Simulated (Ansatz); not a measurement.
Mulliken charges of CH4Ge (`[CH3][GeH]`) from r2SCAN/def2-TZVPP in Ansatz (PBE0-D4/def2-TZVP geometry).

```
atom   x (Å)   y (Å)   z (Å)  charge (e)
  C1  -0.070  -0.411  -0.394      -0.320
 Ge2   0.842   0.243   1.249       0.169
  H3  -1.153  -0.422  -0.226       0.082
  H4   0.259  -1.406  -0.693       0.080
  H5   0.104   0.293  -1.215       0.083
  H6   0.060   1.639   1.233      -0.095
```

Task: By hand: the dipole of these point charges (1 e Å = 4.8032 D).

Result: Σ q r = (0.094, -0.106, 0.045) e Å, of length 0.149 e Å = 0.72 D.

Task: How does the dipole of the full density compare? (An estimate is asked.)

Result: The calculation gave: (-0.075, -0.065, -0.143) e Å, 0.84 D; the point charges give 0.86 times that, at 105° from its direction.

Point charges leave out the atoms' own dipoles, such as those of lone pairs, and Mulliken's split depends on the basis, so the two needn't agree.
